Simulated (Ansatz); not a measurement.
`C[O][Sn][NH2]` + HBr → `[NH2][Sn][Br]` + CH₃OH  (ligand exchange at the Sn–O bond)

Computed with Ansatz on PBE0-D4/def2-TZVP structures; ΔE is electronic, products minus reactants. CCSD(T)/CBS adds triple-zeta CCSD(T) − MP2 to the extrapolated MP2 energy (def2 sets, frozen cores). This one scheme is used for every species. DFT in def2-TZVPP. B3LYP here is the variant with VWN-RPA as its local correlation; programs differ in this. def2 core potentials past Kr. For Br, Sn outer-core shells are correlated without core-valence functions, which leaves a few kJ/mol of doubt a bond. Scalar relativity is left out up to krypton. Each species was taken in one conformer, which may not be the lowest.

(1) Is it downhill or uphill in electronic energy at CCSD(T)/CBS, and by how much? (Estimate.)

(2) What do these levels give: PBE-D4, B3LYP-D4, r2SCAN, PBE0, B3LYP, RPA@PBE/def2-TZVPP, HF/def2-SVP, CCSD/def2-SVP, CCSD(T)/def2-TZVPP, SCS-MP2/def2-QZVPP, HF/CBS(def2), CCSD/CBS(def2)? (Best estimate.)

(3) What do rigid-rotor, harmonic-oscillator terms from PBE0-D4/def2-TZVP frequencies (298.15 K, 1 bar) make of the CCSD(T)/CBS value? (Estimate.)

Largest T1 diagnostic among the species: 0.017.

Answers

(1) Computed: Downhill: ΔE = -88.5 kJ/mol.

(2) The calculation gave: PBE-D4 -88.8, B3LYP-D4 -89.8, r2SCAN -90.8, PBE0 -99.7, B3LYP -94.1, RPA@PBE/def2-TZVPP -77.7, HF/def2-SVP -109.1, CCSD/def2-SVP -87.7, CCSD(T)/def2-TZVPP -83.3, SCS-MP2/def2-QZVPP -87.6, HF/CBS(def2) -108.1, CCSD/CBS(def2) -92.0 kJ/mol.

(3) Ansatz gave: ΔZPE = +13.0 kJ/mol, ΔH = -77.4 kJ/mol, ΔS = 18 J/(mol·K), ΔG = -82.8 kJ/mol.

From r2SCAN to r2SCAN0 (25 % exact exchange), in def2-TZVPP and without D4, ΔE moves by −7.7 kJ/mol. In def2-TZVPP, CCSD(T) changes the Hartree–Fock value by +26.5 kJ/mol (the triples alone add +3.5 kJ/mol) and MP2 by +23.8 kJ/mol. At CCSD(T), def2-SVP lies +3.9 kJ/mol from the extrapolated value and def2-TZVPP +5.2 kJ/mol.
